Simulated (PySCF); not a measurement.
# Adding and removing an electron: NaGa

RHF-CCSD(T); PySCF, no relativity, basis sets Na aug-pcseg-1, Ga aug-pcseg-1. Neutral (RHF): singlet (closed shell), Re = 3.224 Å, ωe = 141 cm⁻¹, De = 0.67 eV.

NaGa⁺ (UHF): doublet (σ ↑), Re = 3.498 Å, ωe = 105 cm⁻¹, De = 0.80 eV to Na⁺ + Ga. The energies at the minima are -2084.88530 hartree for NaGa and -2084.70985 for NaGa⁺.

Q: Work out the adiabatic ionisation energy, without and with harmonic zero-point energies (1 hartree = 27.2114 eV, 1 eV = 8065.5 cm⁻¹), and the change of the bond length.

A: At CCSD(T): 0.17545 hartree = 4.774 eV between the minima; the zero-point term (105.0 − 141.0)/2 cm⁻¹ = -0.002 eV makes it 4.772 eV. Re changes by +27.4 pm against the neutral. The electron leaves a σ orbital, and the longer bond of the ion fits a bonding orbital, or a change in how ionic the bond is.

Correlated steps freeze 10 core orbitals. Correlated levels converge slowly with the basis: in double zeta they bind strong bonds too weakly, by up to about 1 eV, and carry superposition errors of some tenths. Spin–orbit coupling is left out. For an ion De counts to the pair picked by the measured ionisation energies or electron affinities, which need not be the lowest pair at this level. Where the molecule has an RHF reference, its open-shell atoms are computed with UHF. States were picked by a PBE0 search and need not be the measured ground states.

Neutral and ion stand on different kinds of reference determinant, which adds to the error of the difference.
